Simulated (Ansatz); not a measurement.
Zn(SH) (HSZn), SMILES [SH][Zn+], charge +1.

Geometry: B3LYP-D3(BJ)/def2-TZVP. The spin state was assumed, not searched. The isomer is the one that the SMILES or the coordinates give; other isomers of the formula were not compared.

Two levels are set side by side: PBE/def2-TZVPD (Ansatz, a first-principles code) and PBE0/def2-TZVPD (Ansatz). Energy differences of separate SCF runs at the same geometry; the states with an electron removed or added have multiplicity 2 and 2. Differences are taken from unrounded values.

```
quantity                             PBE
---------------------------------  -----
vertical ionisation energy (eV)    15.79
vertical electron affinity (eV)     8.08
vertical singlet–triplet gap (eV)   1.50
```

Task: These are the PBE values. What does PBE0 give? (Estimate from the structure and the level; the computed values follow.)

Result: 
```tsv
quantity	PBE0	PBE minus PBE0
vertical ionisation energy (eV)	15.56	0.23
vertical electron affinity (eV)	8.10	-0.01
vertical singlet–triplet gap (eV)	1.40	0.09
```
